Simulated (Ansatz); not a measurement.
Computed with Ansatz on PBE0-D4/def2-TZVP structures; ΔE is electronic, products minus reactants. CBS: MP2 limit from def2 TZ/QZ plus the TZ coupled-cluster correction, frozen cores. This one scheme is used for every species. DFT in def2-TZVPP. B3LYP here is the variant with VWN-RPA as its local correlation; programs differ in this. HSE06 is defined as in plane-wave codes. Each species was taken in one conformer, which may not be the lowest.

Consider the formal exchange of groups at the Si–Al bond: `NCO[SiH2][AlH2]` + CH₄ → `C[SiH2]OCN` + `[AlH3]`.

**Question.** Is it downhill or uphill in electronic energy at CCSD(T)/CBS, and by how much? (Estimate.)

**Answer.** The calculation gave: Uphill: ΔE = +10.8 kJ/mol.

**Question.** What do these levels give: B3LYP-D4, CAM-B3LYP-D4, PBE, r2SCANh, HSE06, LC-ωPBE? (Best estimate.)

**Answer.** Computed: B3LYP-D4 14.5, CAM-B3LYP-D4 8.7, PBE 27.7, r2SCANh 15.7, HSE06 21.6, LC-ωPBE 12.7 kJ/mol.

Largest T1 diagnostic among the species: 0.012.

Leaving LDA and LC-ωPBE aside and taking each functional with its dispersion term where it has one, the values, not all of them listed here, spread over 22.9 kJ/mol, from ωB97M-V to PBE-D4. LDA lies −5.2 kJ/mol from PBE without D4. From BLYP to BHLYP (50 % exact exchange), in def2-TZVPP and without D4, ΔE moves by −11.5 kJ/mol. At CCSD(T), def2-SVP lies +7.1 kJ/mol from the extrapolated value and def2-TZVPP +1.0 kJ/mol.
